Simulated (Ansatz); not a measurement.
Isolated molecules relaxed with PBE0-D4/def2-TZVP in Ansatz; ΔE leaves out vibrations. CCSD(T)/CBS adds triple-zeta CCSD(T) − MP2 to the extrapolated MP2 energy (def2 sets, frozen cores). This one scheme is used for every species. Elements past krypton have def2 core potentials. For Te outer-core shells are correlated without core-valence functions, which leaves a few kJ/mol of doubt a bond. Each species was taken in one conformer, which may not be the lowest.

Reaction (ligand exchange at the Si–C bond): `OC[SiH2]CCl` + H₂Te → `OC[SiH2][TeH]` + `CCl`

```csv
species,CCSD(T)/CBS(def2) energy (Eh)
`OC[SiH2]CCl`,-904.33763
H₂Te,-268.91024
`OC[SiH2][TeH]`,-673.64119
`CCl`,-499.63220
```

**Question.** Work out ΔE.

**Answer.** ΔE = (-673.64119) + (-499.63220) − (-904.33763) − (-268.91024) = -0.02552 Eh = -67.0 kJ/mol.

Largest T1 diagnostic among the species: 0.011.
